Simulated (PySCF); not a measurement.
PySCF input for WO2Cl2, SMILES [Cl][W]([Cl])(=[O])=[O], multiplicity 1, PBE-D3(BJ)/def2-SVP. Geometry: PBE-D3(BJ)/def2-SVP. The multiplicity is an assumed one; no other spin state was optimised. The isomer is the one that the SMILES or the coordinates give; other isomers of the formula were not compared. The def2 effective core potentials stand for the cores of W; spin–orbit coupling is left out.

```python
import numpy as np
from pyscf import gto, scf, dft, df
from pyscf.hessian import thermo

mol = gto.M(
    atom='''
    W     0.00000000    0.00000000    0.20173974
    O    -0.00000000   -1.36896915    1.23458265
    O     0.00000001    1.36896915    1.23458265
    Cl   -1.92604501    0.00000000   -1.02006067
    Cl    1.92604500   -0.00000000   -1.02006068
    ''',
    basis='def2-SVP',
    ecp={'W': 'def2-svp'},
    charge=0,
    spin=0,
    max_memory=1600,
    verbose=3,
)
mf = dft.RKS(mol, xc='pbe').density_fit(auxbasis='def2-universal-jkfit')
mf.disp = 'd3bj'
mf.grids.level = 3
mf.conv_tol = 1e-11
mf.max_cycle = 100
mf.kernel()

# [left out here: the lines that compute and print the analytic Hessian (its translational invariance restored by hand, since the grid's response is missing), thermochemistry and intensities]
```

Output:

```
converged SCF energy = -1137.29607076549

WARN: DFTD3 does not support analytical Hessian, using finite difference


WARN: Mole.unit (angstrom) is changed to Bohr

Mode                                 0                   1                   2
Irrep
Freq [cm^-1]                      107.1415            151.4823            206.6353
Reduced mass [au]                  38.9474             26.4101             17.8137
Force const [Dyne/A]                0.2634              0.3571              0.4481
Char temp [K]                     154.1528            217.9493            297.3021
Normal mode                   x     y     z       x     y     z       x     y     z
       0   W                 0.00 -0.00 -0.03    0.00  0.03  0.00   -0.00  0.00 -0.00
       1   O                -0.00  0.01 -0.02   -0.00 -0.04 -0.11    0.16 -0.00 -0.00
       2   O                -0.00 -0.01 -0.02   -0.00 -0.04  0.11   -0.16  0.00  0.00
       3  Cl                -0.07  0.00  0.08   -0.00 -0.07  0.00   -0.00  0.05 -0.00
       4  Cl                 0.07  0.00  0.08    0.00 -0.07  0.00   -0.00 -0.05  0.00
Mode                                 3                   4                   5
Irrep
Freq [cm^-1]                      218.7200            335.7814            407.6423
Reduced mass [au]                  19.2126             18.1281             33.6914
Force const [Dyne/A]                0.5415              1.2042              3.2986
Char temp [K]                     314.6894            483.1147            586.5065
Normal mode                   x     y     z       x     y     z       x     y     z
       0   W                -0.02  0.00 -0.00    0.00 -0.00  0.01   -0.00 -0.00  0.03
       1   O                 0.15 -0.00 -0.00   -0.00 -0.10 -0.12    0.00 -0.05 -0.04
       2   O                 0.15  0.00 -0.00   -0.00  0.10 -0.12    0.00  0.05 -0.04
       3  Cl                -0.02 -0.00 -0.05    0.04  0.00  0.03   -0.08  0.00 -0.05
       4  Cl                -0.02  0.00  0.05   -0.04  0.00  0.03    0.08  0.00 -0.05
Mode                                 6                   7                   8
Irrep
Freq [cm^-1]                      417.6621            972.6200           1002.4873
Reduced mass [au]                  43.7003             17.7018             16.9758
Force const [Dyne/A]                4.4914              9.8663             10.0517
Char temp [K]                     600.9228           1399.3837           1442.3561
Normal mode                   x     y     z       x     y     z       x     y     z
       0   W                -0.04 -0.00 -0.00   -0.00 -0.02 -0.00    0.00 -0.00  0.02
       1   O                 0.03  0.00  0.00   -0.00  0.13 -0.10   -0.00  0.13 -0.11
       2   O                 0.03 -0.00  0.00    0.00  0.13  0.10   -0.00 -0.13 -0.11
       3  Cl                 0.09 -0.00  0.05   -0.00  0.00 -0.00    0.00 -0.00  0.00
       4  Cl                 0.09  0.00 -0.05    0.00  0.00 -0.00   -0.00 -0.00  0.00
temperature 298.1500 [K]
pressure 101325.00 [Pa]
Rotational constants [GHz] 2.66088 1.56473 1.28603
Symmetry number 2
Zero-point energy (ZPE) 0.00870 [Eh]   22849.704 [J/mol]
                           tot       elec      trans        rot        vib
Entropy [J/mol/K]       348.307      0.000    179.318    113.423     55.566
Cv [J/mol/K]             78.330      0.000     12.472     12.472     53.387
Cp [J/mol/K]             86.645      0.000     20.786     12.472     53.387
Internal energy [J/mol]                      3718.434   3718.434  32021.789
Internal energy [Eh]   -1137.28104  -1137.29607
Enthalpy [J/mol]                             6197.391   3718.434  32021.789
Enthalpy [Eh]          -1137.28010
Gibbs free energy [J/mol]                  -47266.193 -30098.782  15454.843
Gibbs free energy [Eh] -1137.31965
mode   freq/cm-1   IR/(km/mol)
   1      107.14         0.470
   2      151.48         3.848
   3      206.64         0.000
   4      218.72         4.082
   5      335.78         0.007
   6      407.64        21.344
   7      417.66        67.016
   8      972.62       119.128
   9     1002.49        69.509
max |gradient| / (hartree/bohr): 0.0001080080457779794
APT charges: [ 1.9011 -0.5578 -0.5578 -0.3927 -0.3927]
```

Self-consistency was reached.

Cost: about 60 core-seconds (a rough figure).
